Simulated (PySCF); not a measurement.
C3H3BF2, SMILES C#CB(F)CF.

Coordinates come from a B3LYP-D3(BJ)/def2-SVP optimisation. This is a generated structure with no PubChem entry under its InChIKey; it may be hypothetical. One conformer was computed; it need not be the lowest.

Computed with TDA-PBE/def2-SVPD run with PySCF 2.14.0.

Vertical excitations. Isolated molecule, no solvent. State labels are in the subgroup Cs.

Computed excitation energies, oscillator strengths and character:
| state | symmetry | energy (eV) | λ (nm) | f | main pairs |
|---|---|---|---|---|---|
| S1 | A" | 4.58 | 270 | 0.001 | HOMO→LUMO 99 % |
| S2 | A" | 4.95 | 250 | 0.002 | HOMO−1→LUMO 99 % |
| S3 | A' | 5.54 | 224 | 0.065 | HOMO−3→LUMO 70 %, HOMO−2→LUMO 24 % |
| S4 | A' | 5.79 | 214 | 0.034 | HOMO−2→LUMO 47 %, HOMO−3→LUMO 28 %, HOMO→LUMO+1 20 % |
| S5 | A' | 6.74 | 184 | 0.043 | HOMO−1→LUMO+1 75 %, HOMO→LUMO+1 23 % |
| S6 | A" | 6.84 | 181 | 0.001 | HOMO−2→LUMO+1 99 % |
| S7 | A" | 7.10 | 175 | 0.000 | HOMO−4→LUMO 99 % |
| S8 | A' | 7.29 | 170 | 0.024 | HOMO→LUMO+2 98 % |
| S9 | A" | 7.30 | 170 | 0.000 | HOMO−3→LUMO+1 100 % |
| S10 | A' | 7.65 | 162 | 0.051 | HOMO−1→LUMO+2 97 % |
| T1 | A' | 4.20 | 295 | 0 | HOMO−2→LUMO 95 % |
| T2 | A" | 4.22 | 294 | 0 | HOMO→LUMO 97 % |
| T3 | A" | 4.62 | 268 | 0 | HOMO−1→LUMO 98 % |
| T4 | A' | 5.33 | 233 | 0 | HOMO−3→LUMO 99 % |
Triplets are in the Tamm–Dancoff approximation.
